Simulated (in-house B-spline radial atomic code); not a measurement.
Checks on a self-consistent run for the chromium ion Cr⁴⁺, [Ne] 3s2 3p5 3d2 7s1. Method: Dirac-Hartree-Fock, average of configuration, Fermi nucleus of rms radius 3.6452 fm. Calculated with a radial B-spline atomic code at the basis-set limit.

```tsv
orbital	q	ε (Eh)	<1/r>	<r²>	small-component weight
1s1/2	2	-225.40410	23.8885	0.005424	0.0074265
2s1/2	2	-29.84448	5.10698	0.0997556	0.0013504
2p1/2	2	-25.68994	5.01295	0.0813583	0.0013129
2p3/2	4	-25.36591	4.93899	0.0829855	0.0012976
3s1/2	2	-6.23176	1.62899	0.847812	0.00030079
3p1/2	1.6667	-4.98639	1.52731	0.924437	0.00027295
3p3/2	3.3333	-4.94149	1.51271	0.937315	0.00027017
3d3/2	0.8	-3.18833	1.30284	1.08758	0.00020697
3d5/2	1.2	-3.18375	1.2999	1.09147	0.00020637
7s1/2	1	-0.38332	0.142204	107.358	1.1919e-05
```

Electron-electron repulsion V_ee = 334.9683 hartree.

Problem. What total energy follows from the eigenvalues?

Solution. The eigenvalues count the repulsion twice, so E = Σqε - V_ee = -707.341 - 334.968 = -1042.309 hartree; the run printed -1042.309.

Problem. Does the Dirac virial theorem hold?

Solution. For a point nucleus E = -2c²Σq·w, with w the small-component weight. Here Σq·w = 0.027752 and c = 137.0360, so the ratio E/(-2c²Σq·w) is 1.000005; the finite nucleus accounts for the departure from 1.

Problem. What diamagnetic shielding (Lamb formula) and susceptibility (Langevin formula) do the radii give?

Solution. σ = (α²/3)Σq<1/r> = 101.363/(3·137.036²) = 1799.2 ppm, and χ = -0.79199×10⁻⁶·Σq<r²> = -92.35×10⁻⁶ cm³/mol with Σq<r²> = 116.6 bohr². Both are non-relativistic formulas without the paramagnetism of open shells.
